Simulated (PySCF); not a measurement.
## Assigning NMR signals

Geometry (Å), atoms numbered from 1 in this order:
```xyz
11

O    -4.6045    0.1999   -0.1251
C    -3.6766   -0.5578   -0.0091
C    -2.3033   -0.1953   -0.0071
C    -1.1286    0.1160   -0.0059
C     0.1795    0.4553   -0.0029
C     1.3549    0.7634   -0.0021
Si    3.1226    1.2954   -0.0075
F     4.0091   -0.0332    0.1728
H    -3.8224   -1.6517    0.1123
H     3.4761    1.8360   -1.3096
H     3.3987    2.1185    1.1582
```

- GFN2-xTB geometry
- σ from GIAO-PBE0/pcSseg-1
- run in PySCF 2.14
- relativity neglected, one computed conformer, no solvent model, averaged over atoms made equivalent by symmetry, fast rotation or ring inversion

References, each an isolated molecule treated in the same way: ¹³C (σ = 186.93 ppm), ¹H (σ = 31.72 ppm) vs TMS.

Task: Assign these signals to the numbered atoms. ¹³C{¹H} NMR (computed): δ 180.8 (CH), 102.1 (C), 97.5 (C), 87.7 (C), 77.9 (C).

Result: 
180.8 → C2, aldehyde carbonyl carbon: the double bond to the heteroatom, with no lone-pair donor beside it, deshields it most
102.1 → C6, alkyne carbon: the triple bond shields along its axis, which puts it between sp3 and sp2 carbons
97.5 → C5, alkyne carbon
87.7 → C4, alkyne carbon
77.9 → C3, alkyne carbon

Task: Assign these signals to the numbered atoms. ¹H NMR (600 MHz, computed): δ 9.58 (s, 1H), 5.25 (m, 2H).

Result: 
```tsv
δ (ppm)	atoms	environment	reason
9.58	H9	hydrogen on an aldehyde carbonyl carbon	the formyl region, downfield of aromatic protons
5.25	H10/H11	hydrogen on a silicon bonded to C, F	–
```

Splittings by ¹⁹F in the carbon and heteronuclear signals aren't shown, as no couplings were computed. Shifts are as computed. Against solution values, carbons near 30 ppm lie about +3 ppm off and those near 130 ppm about +5 ppm. Of 1309 compounds with measured shifts, 239 miss one by over three times the rms of a fit or turn the order of signals round; such compounds aren't used in these exercises. No couplings were computed; multiplicities are counted from neighbouring protons, with m where these are inequivalent, close in shift, in a saturated or five-membered ring or joined by F or P, and br s for small geminal =CH2 splittings.
